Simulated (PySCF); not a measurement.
BBrClH2N, SMILES BrB(N)Cl. Geometry optimised at PBE0-D3(BJ)/def2-SVP. Other conformers were not sampled.

Calculation: PBE0-D3(BJ)/def2-SVP in PySCF.

Harmonic wavenumbers (cm⁻¹): 217, 295, 449, 497, 543, 572, 762, 1063, 1371, 1587, 3632, 3747. Rotational constants (GHz): 6.350, 1.887, 1.455; symmetry number 1.

Q: Work out the zero-point energy and the ideal-gas rigid-rotor harmonic-oscillator thermochemistry at 298.15 K and 1 atm.

A: ZPE = ½ Σ hcν = ½ × 14735 cm⁻¹ = 21.06 kcal/mol. H − E(el) = 24.66 kcal/mol. Entropy in cal/(mol K): translation 40.77, rotation 27.31, vibration 6.29, total 74.37. G − E(el) = 2.49 kcal/mol. Cp = 17.51 cal/(mol K).
